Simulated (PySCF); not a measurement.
HOZr, neutral, multiplicity 4. Atoms are numbered in the order given.

```xyz
3

Zr    -0.0044    -0.3717     0.0000
O      0.0736     1.5601     0.0000
H     -0.4121     2.3868     0.0000
```
Charge 0, spin multiplicity 4.

Geometry optimised at B3LYP-D3(BJ)/def2-TZVPD. The multiplicity is an assumed one; other spin states were not compared. The def2 effective core potentials stand for the cores of Zr; spin–orbit coupling is left out.

Method: B3LYP/def2-TZVPD (PySCF).

Isolated molecule, no solvent.

Computed frontier levels, dipole moment and polarisability:
- α spin, highest occupied and lowest empty level: -3.75 and -1.53 eV
- β spin, highest occupied and lowest empty level: -8.84 and -2.23 eV
- dipole moment: 1.19 D
- quadrupole, principal values (traceless, Buckingham form, about the centre of nuclear charge): -4.44, -3.40, 7.85 D·Å
- mean static polarisability: 108.3 bohr³ (16.05 Å³)
- polarisability, principal values: 96.1, 113.3, 115.6 bohr³
- ⟨S²⟩: 3.752 (pure state 3.75)
